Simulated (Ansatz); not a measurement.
`C[SiH2]BS` → `BS` + `C[SiH]` at 700 K and 1 bar (silylene formation by 1,1-elimination).

Gas-phase electronic energies from Ansatz, PBE0-D4/def2-TZVP geometries. CCSD(T)/CBS is the MP2 limit (def2-TZVPP, def2-QZVPP) plus CCSD(T) − MP2 in def2-TZVPP, frozen cores. This one scheme is used for every species. Each species was taken in one conformer, which may not be the lowest.

```json
{"species": "`C[SiH2]BS`", "CCSD(T)/CBS energy (Eh)": "-753.93389", "H − E (kJ/mol)": "280.5", "S (J/(mol·K))": "468.5"}
{"species": "`BS`", "CCSD(T)/CBS energy (Eh)": "-424.38198", "H − E (kJ/mol)": "115.9", "S (J/(mol·K))": "297.3"}
{"species": "`C[SiH]`", "CCSD(T)/CBS energy (Eh)": "-329.46712", "H − E (kJ/mol)": "152.0", "S (J/(mol·K))": "322.2"}
```

H − E and S are ideal-gas, rigid-rotor, harmonic terms from PBE0-D4/def2-TZVP, for one conformer and one mirror image of each species. 1 Eh = 2625.50 kJ/mol, R = 8.31446 J/(mol·K).

Problem. By hand: ΔE, ΔH, ΔS and ΔG.

Solution. ΔE = (-424.38198) + (-329.46712) − (-753.93389) = 0.08479 Eh = 222.6 kJ/mol. Δ(H − E) = 115.9 + 152.0 − 280.5 = -12.6, so ΔH = 210.0 kJ/mol. ΔS = 297.3 + 322.2 − 468.5 = 151.0 J/(mol·K). ΔG = 210.0 − 700 × (151.0)/1000 = 104.3 kJ/mol.

Problem. By hand: the equilibrium constant, and the temperature at which ΔG would vanish if ΔH and ΔS stayed fixed.

Solution. log₁₀ K = −ΔG/(RT ln 10) = -7.8. ΔG = 0 at ΔH/ΔS = 1391 K.

The number of gas molecules changes by +1, which sets the sign of ΔS. A doubt of 5 kJ/mol in ΔE shifts log₁₀ K by 0.4 here. Other conformers and mirror images would add mixing entropy, several J/(mol·K) or more a flexible species. Modes under 60 cm⁻¹, often nearly free rotors, make the harmonic entropy too high. These are equilibria of isolated gas molecules and say nothing of rates. Largest T1 diagnostic: 0.015 (customary marks: 0.02 for closed shells, 0.045 for open ones).
